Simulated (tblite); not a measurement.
Compound: C5H11NOSi (charge -1 and doublet state).
Atom-mapped SMILES: `[CH3:1][C@H:2]1[CH2:3][CH2:4][SiH2:5][N:6]1[CH:7][O-:8]` (hydrogens: H9, H10, H11 on C1; H12 on C2; H13, H14 on C3; H15, H16 on C4; H17, H18 on Si5; H19 on C7)

Cartesian coordinates in Å at the GFN2-xTB level; atoms count from 1:
```xyz
19
C5H11NOSi angstrom
C     -1.619   -0.897   -0.267
C     -0.630   -0.197    0.672
C      0.625   -1.040    0.900
C      1.493   -0.929   -0.338
Si     1.256    0.856   -1.000
N     -0.166    1.059    0.132
C     -0.978    2.121    0.199
O     -0.769    3.237   -0.298
H     -1.991   -1.820    0.181
H     -2.463   -0.240   -0.471
H     -1.127   -1.125   -1.209
H     -1.144   -0.014    1.632
H      1.165   -0.615    1.751
H      0.355   -2.074    1.156
H      1.203   -1.678   -1.077
H      2.537   -1.136   -0.091
H      2.119    1.854   -0.333
H      2.055    0.719   -2.309
H     -1.930    1.930    0.761
```

Computed with GFN2-xTB (tblite): harmonic, unscaled wavenumbers at the GFN2-xTB geometry, gas phase. Against measured fundamentals such values can be off by several per cent, at times by over 20. Modes of hydrogen on silicon can be 10 to 20 % off. One conformer, not necessarily the lowest. Open shells enter through the occupations alone, without spin polarisation, and single modes of such species can be off by tens of per cent.

Harmonic wavenumbers (cm⁻¹): 77.9, 149.8, 163.3, 183.7, 212.3, 253.4, 315.6, 353.9, 396.3, 437.3, 485.8, 561.1, 578.3, 627.4, 662.8, 708.7, 775.0, 786.3, 879.8, 926.5, 966.8, 978.7, 1027.3, 1054.2, 1097.1, 1149.6, 1176.1, 1202.0, 1219.3, 1284.1, 1305.2, 1329.8, 1340.1, 1386.9, 1408.9, 1488.0, 1497.3, 1505.6, 1538.9, 1541.5, 1668.5, 2091.6, 2545.6, 2813.3, 2864.7, 2921.0, 2946.5, 2963.7, 2972.4, 3010.9, 3041.1.

A = 2410, B = 1538, C = 1106 MHz; mass 129.061 u (most abundant isotopes); point group C1, symmetry number 1; spin multiplicity 2.

Q: Zero-point energy?

A: Half the sum of the wavenumbers: 32436 cm⁻¹ = 92.74 kcal/mol.

Q: Entropy at 298.15 K, 1 bar (ideal gas, RRHO, classical rotation)?

A: Translation 40.50, rotation 28.75, vibration 23.73, spin (R ln 2) 1.38: S = 94.4 cal/(mol K).

Q: And Cp and H(298.15 K) − H(0)?

A: Cp = 37.56 cal/(mol K), of which vibrations give 29.61 (their classical limit is 51 R = 101.3); H(298.15 K) − H(0) = 6.49 kcal/mol without the zero-point energy, 4.12 from vibrations.

Q: What must be added to the electronic energy to get the Gibbs energy at 298.15 K and 1 bar?

A: ZPE + [H(298.15 K) − H(0)] − T·S = 92.74 + 6.49 − 28.14 = 71.09 kcal/mol.

Q: Which modes carry the vibrational entropy at 298.15 K?

A: 77.9 cm⁻¹: 3.94; 149.8 cm⁻¹: 2.67; 163.3 cm⁻¹: 2.51; 183.7 cm⁻¹: 2.29; 212.3 cm⁻¹: 2.02; 253.4 cm⁻¹: 1.71 cal/(mol K); the other 45 give 8.58 together.

Hindered rotation and anharmonicity are outside this model. Other conformers, if any are populated, would add a mixing term that is left out. The structure is chiral; the term R ln 2 for an equal mix with its mirror image is left out.
